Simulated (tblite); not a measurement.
Isomers of C6H15NOSi. Calculated harmonic vibrations of the isolated species, GFN2-xTB (tblite), most abundant isotopes, no scaling. This tight-binding method is rough: wavenumbers can miss measured ones by several per cent, in bad cases by 10 to 20. Modes of hydrogen on silicon can be 10 to 20 % off. One conformer each.

Electronic energies: GFN2-xTB at the same geometries; isomer energies are rough at this level and their order can be wrong.

```
                   SMILES  electronic energy, lowest = 0 (kcal/mol)
      C/C=C/[Si@H](COC)NC                                      37.8
CCC/C(=N/[SiH3])[C@H](C)O                                       6.0
  C[Si]1(C)C[C@@H](CN)CO1                                       0.0
```

How do GFN2-xTB zero-point energies change the relative energies?

```
                   SMILES  ZPE (kcal/mol)  of it from modes above 1550 cm⁻¹  electronic (kcal/mol)  with ZPE, lowest = 0 (kcal/mol)  lowest mode (cm⁻¹)  rings
  C[Si]1(C)C[C@@H](CN)CO1           129.2                              67.7                    0.0                              0.0                  50      1
CCC/C(=N/[SiH3])[C@H](C)O           123.8                              64.4                    6.0                              0.6                  33      0
      C/C=C/[Si@H](COC)NC           125.0                              65.5                   37.8                             33.5                  14      0
```

The zero-point energies span 5.4 kcal/mol, from `CCC/C(=N/[SiH3])[C@H](C)O` to `C[Si]1(C)C[C@@H](CN)CO1`. The order is unchanged.
